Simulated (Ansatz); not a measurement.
Reaction (ligand exchange at the Se–Si bond): `P[SiH2][SeH]` + PH₃ → `P[SeH]` + `[SiH3]P`

Calculated with Ansatz (gas phase, PBE0-D4/def2-TZVP geometries, no zero-point term in ΔE). CCSD(T)/CBS adds triple-zeta CCSD(T) − MP2 to the extrapolated MP2 energy (def2 sets, frozen cores). This one scheme is used for every species. Functionals use def2-TZVPP. B3LYP here is the variant with VWN-RPA as its local correlation; programs differ in this. For Se outer-core shells are correlated without core-valence functions, which leaves a few kJ/mol of doubt a bond. Scalar relativity is left out up to krypton. One conformer a species, not always the lowest.

**Question.** Is it downhill or uphill in electronic energy at CCSD(T)/CBS, and by how much? (Best estimate.)

**Answer.** Ansatz gave: Uphill: ΔE = +0.51 eV.

**Question.** What do these levels give: LDA (SPW92), PBE-D4, r2SCAN-D4, PBE0-D4, BHLYP-D4, ωB97M-V, PBE-QIDH, B3LYP, HF/def2-SVP, CCSD/def2-SVP, HF/def2-TZVPP, HF/def2-QZVPP? (Best estimate.)

**Answer.** Computed: LDA (SPW92) 0.49, PBE-D4 0.46, r2SCAN-D4 0.49, PBE0-D4 0.49, BHLYP-D4 0.49, ωB97M-V 0.49, PBE-QIDH 0.51, B3LYP 0.42, HF/def2-SVP 0.49, CCSD/def2-SVP 0.53, HF/def2-TZVPP 0.45, HF/def2-QZVPP 0.44 eV.

Largest T1 diagnostic among the species: 0.013.

In def2-TZVPP, CCSD(T) changes the Hartree–Fock value by +0.06 eV (the triples alone add +0.00 eV) and MP2 by +0.08 eV. From BLYP to BHLYP (50 % exact exchange), in def2-TZVPP and without D4, ΔE moves by +0.06 eV. The D4 term adds +0.04 eV with B3LYP and +0.02 eV with PBE0; it sums over pairs of atoms, weighted by their polarisabilities, and B3LYP, whose exchange is more repulsive, gets the larger term.
